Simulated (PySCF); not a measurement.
**Calculated properties of `CNC[C@@H]1[C@H]2[C@@H](F)[C@@H]12`**

Compound: C6H10FN.
Cartesian coordinates in Å at the PBE0-D3(BJ)/def2-SVP level; atoms count from 1:
```
atom  x, y, z in Å
C1     2.5589   -0.6767   -0.1819
N2     1.6432    0.2611    0.4210
C3     0.8782    1.0686   -0.4993
C4    -0.1351    0.3299   -1.3521
C5    -1.3207    1.0750   -1.8779
C6    -2.2454   -0.0572   -2.0377
F7    -1.9713   -1.0632   -2.9225
C8    -1.4941    0.0627   -0.7790
H9     2.0976   -1.4424   -0.8405
H10    3.3003   -0.1305   -0.7884
H11    3.1156   -1.2091    0.6041
H12    1.0223   -0.2154    1.0702
H13    1.5881    1.5919   -1.1637
H14    0.3549    1.8566    0.0717
H15    0.2835   -0.4466   -2.0049
H16   -1.5143    2.1479   -1.8832
H17   -3.3217    0.1474   -2.0189
H18   -1.8497    0.1935    0.2437
```

Among its groups: amine, C–F bond and cyclopropane ring.

From PBE0-D3(BJ)/def2-SVP geometry optimisation, gas phase (PySCF):

| Item | Value |
| --- | --- |
| Point group | C1 |
| Rotational constants A, B, C | 4.689, 1.054, 0.953 GHz |

CAM-B3LYP/def2-SVPD ground state and vertical TDDFT (core frozen in the response) (PySCF):

| Item | Value |
| --- | --- |
| Dipole moment | 1.83 D |
| HOMO energy | -7.86 eV |
| LUMO energy | 1.36 eV |
| HOMO–LUMO gap | 9.22 eV |
| Lowest singlet excitation | 6.03 eV (206 nm, f = 0.004) |
| Strongest line among the 6 lowest singlet transitions | S4 at 7.40 eV (168 nm, f = 0.031) |
| Static isotropic polarisability | 76.2 au |
| Electronic spatial extent ⟨r²⟩ about the centre of nuclear charge | 1232 bohr² |

Monoisotopic mass from the formula: 115.0797 u.

The polarisability is 11.29 Å³ as a volume (1 au = 0.148185 Å³), or 1.23 au for each of the 62 electrons. S1 lies 3.19 eV below the HOMO–LUMO gap; its leading configuration is HOMO→LUMO, weight 0.61. The 6 singlets span 6.03 to 7.73 eV, and their oscillator strengths add up to 0.06. In atomic units the dipole is 0.72 e·bohr (1 au = 2.5417 D). The principal polarisabilities are 68.2, 71.2 and 89.2 au; their mean is the isotropic value. The largest Löwdin shares of the HOMO are 0.56 on N2, 0.11 on C1, 0.08 on C3 and 0.06 on C4.

For the TDDFT job (CAM-B3LYP/def2-SVPD), hardware: an Intel Xeon at 2.50 GHz with one thread (shared host). Cost: 2.6 min (grids of density and orbitals included), 1.2 GiB resident at most.

One conformer stands for the species.
